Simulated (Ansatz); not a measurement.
Basis sets compared for the cluster Te₄Pb₄. The state is a singlet with charge 0. Geometry PBE-D4/def2-SVP. Ansatz on 4 threads of Arm Neoverse V2 on a shared host; times are rough, and most runs start from earlier orbitals.

```xyz
8

Pb    1.9223   -1.3848   -0.8288
Pb   -0.7574    1.5568   -1.8176
Pb   -1.8974   -1.5078    0.6520
Pb    0.7325    1.3358    1.9943
Te   -0.8071   -1.4764   -2.2052
Te   -2.1235    1.5303    0.9186
Te    0.8345   -1.7206    2.0097
Te    2.0960    1.6666   -0.7231
```

In the def2 sets Pb, Te take a core potential; there is no spin–orbit coupling. The structure comes from a short search, and lower isomers may exist.

Binding counts from free atoms (Pb triplet, Te triplet) in the same basis, without a counterpoise term.

```csv
level,functions,energy (Eh),HOMO (eV),LUMO (eV),binding per atom (eV),wall time
PBE-D4/def2-SVP,208,-1844.1577,-4.96,-2.66,2.95,5 s
PBE0-D4/def2-SVP,208,-1844.0943,-5.77,-2.14,2.78,11 s
```

(1) Estimate the rows for PBE-D4/def2-TZVP, PBE0-D4/def2-TZVP.

Results:

(1) 
```json
{"level": "PBE-D4/def2-TZVP", "functions": "400", "energy (Eh)": "-1844.2216", "HOMO (eV)": "-4.96", "LUMO (eV)": "-2.70", "binding per atom (eV)": "2.96", "wall time": "12 s"}
{"level": "PBE0-D4/def2-TZVP", "functions": "400", "energy (Eh)": "-1844.1512", "HOMO (eV)": "-5.74", "LUMO (eV)": "-2.14", "binding per atom (eV)": "2.81", "wall time": "41 s"}
```
